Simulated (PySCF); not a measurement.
# Spinor energies of Ar(5+) (argon, charge +5)

Start: [Ne] 3s2 3p1; 3p1/2 filled at m_j = +1/2. Calculated with PySCF 2.14 in an even-tempered Gaussian basis (20 s from 0.2 bohr⁻², ratio 2.4; 13 p from 0.26 bohr⁻², ratio 2.4; 5 d from 1.4 bohr⁻², ratio 2.6; 5 f from 2.2 bohr⁻², ratio 2.6): generalised Hartree-Fock with the X2C-1e Hamiltonian and a Gaussian nucleus; one run each with spin-orbit coupling (SO) switched off, then screened by Boettger's factors.

| spinor shell | electrons | ε, spin-free (eV) | ε, screened SO (eV) | weight of nominal j (screened SO) | rms radius, screened SO (bohr) |
| --- | --- | --- | --- | --- | --- |
| 1s1/2 | 2 | -3334.4 | -3334.3 | 1.000 | 0.0991 |
| 2s1/2 | 2 | -427.22 | -427.18 | 1.000 | 0.443 |
| 2p1/2 | 2 | -349.92 | -352.04 | 0.994 | 0.412 |
| 3s1/2 | 2 | -105.52 | -105.50 | 0.998 | 1.31 |
| 3p1/2 | 1 | -90.824 | -91.000 | 0.967 | 1.38 |

(1) Where does 2p3/2 lie, and what is the 2p spin-orbit splitting (screened SO)?

```json
{"quantity": "E (hartree)", "spin-free": "-520.81398", "screened SO": "-520.82223"}
{"quantity": "M_J", "spin-free": "1/2", "screened SO": "1/2"}
{"quantity": "⟨J²⟩", "spin-free": "1.063", "screened SO": "0.857"}
{"quantity": "⟨L²⟩", "spin-free": "2.025", "screened SO": "2.024"}
{"quantity": "⟨S²⟩", "spin-free": "0.758", "screened SO": "0.758"}
```

Each row is a mean over spinors that exchange with the open shell spreads, by up to 2.059 eV (2p1/2).

⟨J²⟩ departs a little from M_J(M_J + 1) because the unrestricted spinors polarise the closed shells.

Without spin-orbit coupling the j labels of p, d and f shells carry no meaning; the spin-free column gives the mean over the occupied spinors of each nl shell, and its ⟨J²⟩ belongs to a mixture of degenerate components.

Results:

(1) At -348.82 eV, 3.216 eV above 2p1/2.
